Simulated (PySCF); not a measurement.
A side-by-side comparison of computed properties.

First species: C9H9NS.
Numbering: `[CH3:1][S:2][c:3]1[cH:4][c:5]([CH3:6])[cH:7][c:8]([C:9]#[N:10])[cH:11]1` (hydrogens: H12, H13, H14 on C1; H15 on C4; H16, H17, H18 on C6; H19 on C7; H20 on C11)

Second species: C5H14OSSi.
SMILES: `CS[SiH2]OC(C)(C)C`

Levels: PBE0/pcSseg-1 for dipole moment, HOMO energy, LUMO energy and HOMO–LUMO gap; GFN2-xTB for rotational constant A and rotational constant C. Geometries: GFN2-xTB. Each structure is a single optimised conformer of the isolated species, non-relativistic unless stated; the electronic structure was computed with PySCF and density fitting.

Dipoles, sizes and rotational constants follow the conformer. The torsions of the flexible species, by atom-mapped SMILES:
- `[CH3:1][S:2][c:3]1[cH:4][c:5]([CH3:6])[cH:7][c:8]([C:9]#[N:10])[cH:11]1`: C1–S2–C3–C4 0°
- `[CH3:1][S:2][SiH2:3][O:4][C:5]([CH3:6])([CH3:7])[CH3:8]`: C1–S2–Si3–O4 175°, S2–Si3–O4–C5 169°, Si3–O4–C5–C6 38°

Values for the first species:

* Dipole moment: 6.26 D
* HOMO energy: -6.55 eV
* LUMO energy: -1.48 eV
* HOMO–LUMO gap: 5.07 eV
* Rotational constant A: 1.386 GHz
* Rotational constant C: 0.449 GHz

Estimate the same properties for the second species, and the change in each.

| property | first | second | second less first |
| --- | --- | --- | --- |
| dipole moment | 6.26 D | 2.41 D | -3.85 D |
| HOMO energy | -6.55 eV | -6.61 eV | -0.06 eV |
| LUMO energy | -1.48 eV | 0.22 eV | +1.70 eV |
| HOMO–LUMO gap | 5.07 eV | 6.83 eV | +1.76 eV |
| rotational constant A | 1.386 GHz | 3.275 GHz | +1.889 GHz |
| rotational constant C | 0.449 GHz | 0.619 GHz | +0.170 GHz |

On the first: In atomic units the dipole is 2.46 e·bohr (1 au = 2.5417 D).

On the second: The dipole equals about 8.1 × 10⁻³⁰ C·m (1 D = 3.33564 × 10⁻³⁰ C·m).
